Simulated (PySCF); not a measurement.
One molecule, a ladder of functionals, a line

Molecule: `InChI=1S/C3H7BO2/c1-2-3-4(5)6/h2,5-6H,1,3H2`.

Numbering as in the mapped SMILES `[CH2:1]=[CH:2][CH2:3][B:4]([OH:5])[OH:6]`. Each H is labelled by its parent atom. Ha(C1) is cis to C3; Hb(C1) is trans to C3.

GIAO shieldings (ppm, equivalent atoms averaged) in PySCF on the PBE0-D3(BJ)/def2-SVP geometry, basis pcSseg-1, gas phase, non-relativistic:

```csv
functional,exact exchange (%),σ(C3),σ(B4),σ(O5/O6)
BLYP,0,148.3,65.5,201.5
BP86,0,153.0,68.6,202.6
PBE,0,153.2,68.1,201.7
B3LYP,20,153.6,68.8,209.7
mPW1PW91,25,158.5,72.0,211.8
BHandHLYP,50,160.2,73.9,220.8
HF,100,170.1,83.8,236.9
```

(1) Fit each shielding as a line in the percentage of exact exchange.

(2) What does the line predict for PBE0 (25 %), and what does the run give?

Results:

(1) σ(C3) = 151.5 + 0.19 x (rms 1.8 ppm); σ(B4) = 67.0 + 0.16 x (rms 1.2 ppm); σ(O5/O6) = 202.3 + 0.35 x (rms 0.6 ppm). The functionals also differ in their semilocal parts, which the line can't hold; Hartree–Fock has no correlation at all.

(2) σ(C3): 156.2 predicted, 159.3 computed; σ(B4): 71.0 predicted, 72.0 computed; σ(O5/O6): 211.1 predicted, 212.0 computed ppm.
